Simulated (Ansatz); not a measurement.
`B[SiH](N)F` + H₂O → `N[SiH](O)F` + BH₃ at 400 K and 1 bar (formal hydrolysis of the Si–B bond).

Isolated molecules relaxed with PBE0-D4/def2-TZVP in Ansatz; ΔE leaves out vibrations. CBS: MP2 limit from def2 TZ/QZ plus the TZ coupled-cluster correction, frozen cores. This one scheme is used for every species. Each species was taken in one conformer, which may not be the lowest.

| species | CCSD(T)/CBS energy (Eh) | H − E (kJ/mol) | S (J/(mol·K)) |
| --- | --- | --- | --- |
| `B[SiH](N)F` | -471.43743 | 183.2 | 354.7 |
| H₂O | -76.37941 | 69.8 | 198.6 |
| `N[SiH](O)F` | -521.31725 | 165.6 | 337.3 |
| BH₃ | -26.55200 | 82.6 | 199.4 |

H − E and S are ideal-gas, rigid-rotor, harmonic terms from PBE0-D4/def2-TZVP, for one conformer and one mirror image of each species. 1 Eh = 2625.50 kJ/mol, R = 8.31446 J/(mol·K).

By hand: ΔE, ΔH, ΔS and ΔG.

ΔE = (-521.31725) + (-26.55200) − (-471.43743) − (-76.37941) = -0.05241 Eh = -137.6 kJ/mol. Δ(H − E) = 165.6 + 82.6 − 183.2 − 69.8 = -4.8, so ΔH = -142.4 kJ/mol. ΔS = 337.3 + 199.4 − 354.7 − 198.6 = -16.6 J/(mol·K). ΔG = -142.4 − 400 × (-16.6)/1000 = -135.8 kJ/mol.

By hand: the equilibrium constant, and the temperature at which ΔG would vanish if ΔH and ΔS stayed fixed.

log₁₀ K = −ΔG/(RT ln 10) = 17.7. ΔG = 0 at ΔH/ΔS = 8578 K, far beyond where these terms or the molecules hold.

ΔH outweighs TΔS. A doubt of 5 kJ/mol in ΔE shifts log₁₀ K by 0.7 here. Other conformers and mirror images would add mixing entropy, several J/(mol·K) or more a flexible species. These are equilibria of isolated gas molecules and say nothing of rates. Largest T1 diagnostic: 0.012 (customary marks: 0.02 for closed shells, 0.045 for open ones).
